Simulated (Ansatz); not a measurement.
Consider the ligand exchange at the Si–N bond: `CN[SiH2][SeH]` + HCl → `Cl[SiH2][SeH]` + CH₃NH₂.

Isolated molecules relaxed with PBE0-D4/def2-TZVP in Ansatz; ΔE leaves out vibrations. CBS: MP2 limit from def2 TZ/QZ plus the TZ coupled-cluster correction, frozen cores. This one scheme is used for every species. DFT in def2-TZVPP. For Se outer-core shells are correlated without core-valence functions, which leaves a few kJ/mol of doubt a bond. Scalar relativity is left out up to krypton. One conformer a species, not always the lowest.

| level | ΔE (kJ/mol) |
| --- | --- |
| r2SCAN-D4 | -32.7 |
| r2SCANh | -34.5 |

(1) What does CCSD(T)/CBS give? (Best estimate.)

Largest T1 diagnostic among the species: 0.010.

Results:

(1) Computed: -31.1 kJ/mol. The listed levels differ from it by -1.6, -3.4 kJ/mol.

The D4 term adds +5.4 kJ/mol with B3LYP and +3.4 kJ/mol with PBE0; it sums over pairs of atoms, weighted by their polarisabilities, and B3LYP, whose exchange is more repulsive, gets the larger term. In def2-TZVPP, CCSD(T) changes the Hartree–Fock value by +11.2 kJ/mol (the triples alone add +1.1 kJ/mol) and MP2 by +9.4 kJ/mol. At CCSD(T), def2-SVP lies +6.8 kJ/mol from the extrapolated value and def2-TZVPP +3.8 kJ/mol.

CCSD(T)/CBS has its own doubt, a few kJ/mol and more with outer-core shells, so smaller differences from it don't rank the levels.

B3LYP here is the variant with VWN-RPA as its local correlation; programs differ in this.
